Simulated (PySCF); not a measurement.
The same groups moved round the core (styrene fluoro+silyl). All species are isolated molecules in the gas phase. One relaxed conformer stands for each flexible species; it need not be the lowest. Strings in code marks are SMILES.

Method: PySCF 2.14.0 with PBE-D3(BJ)/def2-TZVP // PBE0-D3(BJ)/def2-SVP. All candidates: neutral, multiplicity 1. Delta-SCF ions had no search for a lower state. Excitations are Tamm–Dancoff values on a coarser integration grid. The basis has no diffuse functions, so Rydberg states are missing or too high.

The brightest of the four lowest singlets (TDA) is 4.89 eV, the HOMO is -5.99 eV and the vertical ionisation energy (Delta-SCF) is 8.39 eV.

Problem. Name which member has these values.
(A) `C=Cc1cc(F)ccc1[SiH3]` (C–C–C–C torsion 20°)
(B) `C=Cc1ccc(F)cc1[SiH3]` (C–C–C–C torsion 20°)
(C) `C=Cc1cc(F)cc([SiH3])c1` (C–C–C–C torsion 1°)
(D) `C=C(F)c1ccc([SiH3])cc1` (F–C–C–C torsion 5°)

Solution. A, `C=Cc1cc(F)ccc1[SiH3]` (C–C–C–C torsion 20°). The others give `C=Cc1cc(F)cc([SiH3])c1` (C–C–C–C torsion 1°): 5.27 eV, -5.94 eV, 8.38 eV; `C=Cc1ccc(F)cc1[SiH3]` (C–C–C–C torsion 20°): 4.78 eV, -5.76 eV, 8.20 eV; `C=C(F)c1ccc([SiH3])cc1` (F–C–C–C torsion 5°): 4.64 eV, -5.88 eV, 8.29 eV
